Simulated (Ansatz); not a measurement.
C3H5, doublet, at a GFN2-xTB geometry. Base run: MP2/def2-SVP in Ansatz (a program for electronic structure).

The Ansatz input:
Ansatz 0.2 input:
```yaml
crystal:
  periodic: [false, false, false]
  atoms:
    - {symbol: C, position_ang: [-0.01011930, 0.88481522, -0.03777061]}
    - {symbol: C, position_ang: [0.76315111, -0.35067630, 0.05689274]}
    - {symbol: C, position_ang: [-0.75522711, -0.36829202, 0.05102229]}
    - {symbol: H, position_ang: [-0.01634672, 1.66492132, -0.76796371]}
    - {symbol: H, position_ang: [1.31462689, -0.70645278, -0.80771786]}
    - {symbol: H, position_ang: [1.25200813, -0.59394256, 0.99113267]}
    - {symbol: H, position_ang: [-1.24551713, -0.62291802, 0.98147659]}
    - {symbol: H, position_ang: [-1.29159938, -0.73668936, -0.81779420]}
basis:
  gaussian:
    orbitals: def2-SVP
magnetization: {spin_polarized: true, initial_magnetization: 1}
correlation: {method: mp2}
```

The base run was repeated with changes; each row names its change, and settings that it needs were set with it.

```
change                                                             ΔE vs base (kcal/mol)  MP2 correlation (Eh)  basis functions
-----------------------------------------------------------------  ---------------------  --------------------  ---------------
base                                                                               0.000              -0.38876               67
method = rpa                                                                      -50.43                     -               67
reference functional = pbe0                                                        -5.13                     -               67
fitting = cc-pVTZ-JKFIT (mean field), cc-pVTZ-RIFIT (correlation)                  0.031              -0.38872               67
lower_state_search = off                                                           0.000              -0.38876               67
method = ccsd                                                                     -23.81              -0.38876               67
method = bccd                                                                     -23.55              -0.38876               67
method = bccd_t                                                                   -32.08              -0.38876               67
electrons = outside_noble_gas                                                      0.000              -0.38876               67
accuracy = high                                                                   -0.001              -0.38876               67
```
